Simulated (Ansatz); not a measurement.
The molecule TaH+, multiplicity 4 (lowest of 2S+1 = 2, 4, 6, 8 at CCSD(T)/def2-TZVPP on PBE0 minima; our sources give no spin for the ground state, which may be another). No spin–orbit coupling.

Seven points along R, fitted to fifth degree in 1/R; most abundant isotopes. Runs in def2 and cc sets follow the lowest solution found near the PBE0 minimum.

Programs: Ansatz (a quantum-chemistry and plane-wave program) with Gaussian orbitals. Values without a source in brackets are computed. In def2 rows elements past Kr take small-core potentials, without spin–orbit coupling.

Energies at wB97X-V/def2-TZVPP:

| R (Å) | E (hartree) |
|---|---|
| 1.611921 | -57.12875442 |
| 1.655252 | -57.13146232 |
| 1.695117 | -57.13278586 |
| 1.740181 | -57.13312777 |
| 1.785246 | -57.13242536 |
| 1.837243 | -57.13052920 |
| 1.897907 | -57.12711788 |

### Question
With a reduced mass of 1.0022 u, find the minimum, the force constant and the constants.

### Answer
A fifth-degree polynomial in 1/R puts the minimum at r_e = 1.7313 Å with force constant 231 N/m. Then ω_e = (1/2πc)√(k/μ) = 1979 cm⁻¹ and B_e = h/(8π²cμr_e²) = 5.612 cm⁻¹; the cubic and quartic terms give α_e = 0.11 and ω_e x_e = 23 cm⁻¹.
